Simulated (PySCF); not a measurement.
Al(F)2(NCO) (CAlF₂NO), SMILES [Al]([F])([F])[N]=C=O.

The structure is a stationary point at B3LYP-D3(BJ)/def2-SVP. The values are those of a single conformer.

The numbers are results of C-PCM-PBE0/def2-SVP in PySCF, not measurements.

The values are the electrostatic part of the solvation free energy, E(continuum) − E(gas) at the gas-phase geometry, in a cavity of scaled van der Waals radii (PySCF's table); cavitation and dispersion terms are not included. A continuum can't describe solvent molecules that bind to the metal. In vacuum the orbital gap is 8.14 eV. The dipole moment in vacuum is 0.24 D.

| solvent | ε | ΔG(elec) (kcal/mol) | dipole (D) | gap (eV) |
|---|---|---|---|---|
| water | 78.36 | -8.7 | 0.63 | 8.47 |
| ethylethanoate | 5.99 | … | … | … |
| chloroform | 4.71 | -6.8 | 0.53 | 8.39 |

Some entries are withheld; supply them. (The exact figures need the calculation; the answer reports its results.)


- ethylethanoate, ΔG(elec) (kcal/mol): -7.3
- ethylethanoate, dipole (D): 0.55
- ethylethanoate, gap (eV): 8.41
